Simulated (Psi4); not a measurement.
CH3AlF (SMILES [CH3][Al][F]), doublet, at a GFN2-xTB geometry (such geometries of metal compounds can be far from the true shape) (the spin is typed, not shown lowest), with bond 5-2 at 1.5 times its length; HF/def2-SVP run with Psi4 1.11.

Psi4 was given this input:
```
memory 2 GB

molecule {
0 2
  Al    0.44002451   -0.09977454    0.26333881
  C    -0.05333652    1.40742987   -0.99749356
  H    -0.86612180    2.02472343   -0.60563875
  H    -0.37041732    1.04109293   -1.97751446
  H     1.24226853    2.38349994   -1.22794039
  F    -0.55268450   -1.36349663    0.69953719
}

set basis def2-svp
set reference uhf
set stability_analysis follow
set scf_type pk

energy('scf')
print_variables()
```

Q: Write the output that Psi4 gives for this input, abridged.

A: 
```
   => Loading Basis Set <=

    Name: DEF2-SVP
    Role: ORBITAL
    Keyword: BASIS

         ---------------------------------------------------------
                                   SCF
               by Justin Turney, Rob Parrish, Andy Simmonett
                          and Daniel G. A. Smith
                              UHF Reference
         ---------------------------------------------------------

  ==> Geometry <==

    Molecular point group: c1
    Full point group: C1

    Geometry (in Angstrom), charge = 0, multiplicity = 2:

       Center              X                  Y                   Z               Mass
    ------------   -----------------  -----------------  -----------------  -----------------
         AL           0.427924346442     0.002108498599     0.188186666031    26.981538530000
         C           -0.065436683558     1.509312908599    -1.072645703969    12.000000000000
         H           -0.878221963558     2.126606468599    -0.680790893969     1.007825032230
         H           -0.382517483558     1.142975968599    -2.052666603969     1.007825032230
         H            1.230168366442     2.485382978599    -1.303092533969     1.007825032230
         F           -0.564784663558    -1.261613591401     0.624385046031    18.998403162730

  Running in c1 symmetry.

  Rotational constants: A =      1.18097  B =      0.17017  C =      0.15296 [cm^-1]
  Rotational constants: A =  35404.48848  B =   5101.64694  C =   4585.72595 [MHz]
  Nuclear repulsion =   85.935392979659554

  Charge       = 0
  Multiplicity = 2
  Electrons    = 31
  Nalpha       = 16
  Nbeta        = 15

  ==> Algorithm <==

  SCF Algorithm Type is PK.
  DIIS enabled.
  MOM disabled.
  Fractional occupation disabled.
  Guess Type is SAD.
  Energy threshold   = 1.00e-06
  Density threshold  = 1.00e-06
  Integral threshold = 1.00e-12

  ==> Primary Basis <==

  Basis Set: DEF2-SVP
    Blend: DEF2-SVP
    Number of shells: 29
    Number of basis functions: 61
    Number of Cartesian functions: 64
    Spherical Harmonics?: true
    Max angular momentum: 2

  ==> Integral Setup <==

  Using in-core PK algorithm.
   Calculation information:
      Number of atoms:                   6
      Number of AO shells:              29
      Number of primitives:             57
      Number of atomic orbitals:        64
      Number of basis functions:        61

      Integral cutoff                 1.00e-12
      Number of threads:                 1

  Performing in-core PK
  Using 3577772 doubles for integral storage.
  We computed 86951 shell quartets total.
  Whereas there are 94830 unique shell quartets.

  ==> DiskJK: Disk-Based J/K Matrices <==

    J tasked:                  Yes
    K tasked:                  Yes
    wK tasked:                  No
    Schwarz Cutoff:          1E-12

  Minimum eigenvalue in the overlap matrix is 1.8201038509E-02.
  Reciprocal condition number of the overlap matrix is 3.8020924024E-03.
    Using symmetric orthogonalization.

  ==> Pre-Iterations <==

  SCF Guess: Superposition of Atomic Densities via on-the-fly atomic UHF (no occupation information).

   -------------------------
    Irrep   Nso     Nmo
   -------------------------
     A         61      61
   -------------------------
    Total      61      61
   -------------------------

  ==> Iterations <==

                        Total Energy        Delta E     RMS |[F,P]|

   @UHF iter SAD:  -379.49559127655709   -3.79496e+02   0.00000e+00
   @UHF iter   1:  -380.61292622888601   -1.11733e+00   7.97302e-03 DIIS/ADIIS
   @UHF iter   2:  -380.70599196992185   -9.30657e-02   5.06523e-03 DIIS/ADIIS
   @UHF iter   3:  -380.74489756233214   -3.89056e-02   5.78895e-04 DIIS/ADIIS
   @UHF iter   4:  -380.74660334101696   -1.70578e-03   2.18006e-04 DIIS/ADIIS
   @UHF iter   5:  -380.74678914861460   -1.85808e-04   7.76083e-05 DIIS
   @UHF iter   6:  -380.74682900071997   -3.98521e-05   3.52863e-05 DIIS
   @UHF iter   7:  -380.74684432746068   -1.53267e-05   2.94039e-05 DIIS
   @UHF iter   8:  -380.74686085430341   -1.65268e-05   2.73580e-05 DIIS
   @UHF iter   9:  -380.74688551819247   -2.46639e-05   2.58602e-05 DIIS
   @UHF iter  10:  -380.74694961833029   -6.41001e-05   2.22020e-05 DIIS
   @UHF iter  11:  -380.74704638700507   -9.67687e-05   1.21496e-05 DIIS
   @UHF iter  12:  -380.74705975851526   -1.33715e-05   4.33236e-06 DIIS
   @UHF iter  13:  -380.74706152799092   -1.76948e-06   1.67118e-06 DIIS
   @UHF iter  14:  -380.74706150039077    2.76002e-08   1.00175e-06 DIIS
   @UHF iter  15:  -380.74706155769633   -5.73056e-08   2.54492e-07 DIIS
  Energy and wave function converged.

    Wavefunction stable under totally symmetric rotations.
    Lowest totally symmetric eigenvalue: 0.022011
    Lowest UHF->UHF stability eigenvalues:
       A 0.022011

    Stability analysis over.

  ==> Post-Iterations <==

   @Spin Contamination Metric:   4.110100479E-02
   @S^2 Expected:                7.500000000E-01
   @S^2 Observed:                7.911010048E-01
   @S   Expected:                5.000000000E-01
   @S   Observed:                5.000000000E-01

    Orbital Energies [Eh]
    ---------------------

    Alpha Occupied:

       1A    -58.489980     2A    -26.238920     3A    -11.270556
       4A     -4.922852     5A     -3.240676     6A     -3.237856
       7A     -3.235202     8A     -1.504609     9A     -0.907438
      10A     -0.671364    11A     -0.618720    12A     -0.612728
      13A     -0.567131    14A     -0.511813    15A     -0.426472
      16A     -0.307662

    Alpha Virtual:

      17A      0.047396    18A      0.101897    19A      0.161211
      20A      0.177548    21A      0.241697    22A      0.249647
      23A      0.260313    24A      0.465018    25A      0.484253
      26A      0.528784    27A      0.549701    28A      0.582463
      29A      0.627174    30A      0.639806    31A      0.710572
      32A      0.793638    33A      0.829937    34A      0.873629
      35A      0.912259    36A      0.928159    37A      0.984381
      38A      1.007432    39A      1.493713    40A      1.520250
      41A      1.585879    42A      1.590268    43A      1.632966
      44A      1.683970    45A      1.726177    46A      1.897088
      47A      1.978486    48A      2.040995    49A      2.137100
      50A      2.207131    51A      2.360600    52A      2.502927
      53A      2.559610    54A      2.693517    55A      3.106424
      56A      3.271300    57A      3.493723    58A      3.494114
      59A      3.560943    60A      3.577531    61A      3.862752

    Beta Occupied:

       1A    -58.485297     2A    -26.236416     3A    -11.259222
       4A     -4.913898     5A     -3.234377     6A     -3.232954
       7A     -3.227409     8A     -1.497453     9A     -0.879221
      10A     -0.657510    11A     -0.612810    12A     -0.610111
      13A     -0.560414    14A     -0.475433    15A     -0.419116

    Beta Virtual:

      16A      0.037863    17A      0.084909    18A      0.106914
      19A      0.190358    20A      0.194139    21A      0.255148
      22A      0.276553    23A      0.288504    24A      0.476691
      25A      0.516259    26A      0.557903    27A      0.575849
      28A      0.623789    29A      0.635386    30A      0.654381
      31A      0.716062    32A      0.801688    33A      0.852949
      34A      0.883557    35A      0.922757    36A      0.953786
      37A      0.997815    38A      1.016072    39A      1.502651
      40A      1.523479    41A      1.588856    42A      1.591486
      43A      1.637730    44A      1.680908    45A      1.709981
      46A      1.890602    47A      1.973866    48A      2.047090
      49A      2.144551    50A      2.216893    51A      2.367156
      52A      2.517573    53A      2.573309    54A      2.703901
      55A      3.112793    56A      3.278611    57A      3.494854
      58A      3.495207    59A      3.563861    60A      3.582678
      61A      3.867680

    Final Occupation by Irrep:
              A
    DOCC [    15 ]
    SOCC [     1 ]
    NA   [    16 ]
    NB   [    15 ]

  @UHF Final Energy:  -380.74706155769633

   => Energetics <=

    Nuclear Repulsion Energy =             85.9353929796595537
    One-Electron Energy =                -700.2993107962631711
    Two-Electron Energy =                 233.6168562589072621
    Total Energy =                       -380.7470615576963269

  UHF NO Occupations:
  HONO-2 :   14  A 1.9970899
  HONO-1 :   15  A 1.9826413
  HONO-0 :   16  A 1.0000000
  LUNO+0 :   17  A 0.0173587
  LUNO+1 :   18  A 0.0029101
  LUNO+2 :   19  A 0.0001438
  LUNO+3 :   20  A 0.0001171

Computation Completed

Properties will be evaluated at   0.000000,   0.000000,   0.000000 [a0]

Properties computed using the SCF density matrix

 Multipole Moments:

 ------------------------------------------------------------------------------------
     Multipole            Electronic (a.u.)      Nuclear  (a.u.)        Total (a.u.)
 ------------------------------------------------------------------------------------

 L = 1.  Multiply by 2.5417464519 to convert [e a0] to [Debye]
 Dipole X            :          0.0546574            0.1072672            0.1619246
 Dipole Y            :         -6.1653706            6.5832975            0.4179269
 Dipole Z            :          4.3441732           -4.5476867           -0.2035135
 Magnitude           :                                                    0.4922400

 ------------------------------------------------------------------------------------

  Variable Map:
  ----------------------------------------------------------------------------
  "CURRENT ENERGY"           =>    -380.747061557696
  "CURRENT REFERENCE ENERGY" =>    -380.747061557696
  "DD SOLVATION ENERGY"      =>       0.000000000000
  "HF KINETIC ENERGY"        =>     379.984241099944
  "HF POTENTIAL ENERGY"      =>    -760.731302657641
  "HF TOTAL ENERGY"          =>    -380.747061557696
  "HF VIRIAL RATIO"          =>       2.002007505510
  "NUCLEAR REPULSION ENERGY" =>      85.935392979660
  "ONE-ELECTRON ENERGY"      =>    -700.299310796263
  "PCM POLARIZATION ENERGY"  =>       0.000000000000
  "PE ENERGY"                =>       0.000000000000
  "SCF ITERATION ENERGY"     =>    -380.747061557696
  "SCF ITERATIONS"           =>      15.000000000000
  "SCF TOTAL ENERGY"         =>    -380.747061557696
  "TWO-ELECTRON ENERGY"      =>     233.616856258907

  Array Variable Map:
  ----------------------------------------------------------------------------
  "CURRENT DIPOLE"           =>       0.161924614527 ... -0.203513548681 1 by 3
  "SCF DIPOLE"               =>       0.161924614527 ... -0.203513548681 1 by 3
  "SCF STABILITY EIGENVALUES" =>       0.022011179427 ... 0.022011179427 1 by 1
  "SCF TOTAL ENERGIES"       =>    -379.495591276557 ... -380.747061557696 1 by 16
```
